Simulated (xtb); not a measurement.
A geometry relaxed with GFN2-xTB (xtb 6.7.1), charge 0, multiplicity 2:

```xyz
4

H      1.5635    -0.0701    -0.2728
Cl    -0.7978     1.7427    -0.1738
Ge     0.1851    -0.0078     0.6168
Cl    -0.9508    -1.6648    -0.1702
```

Task: Write the SMILES of this molecule.

Result: `[Cl][GeH][Cl]`
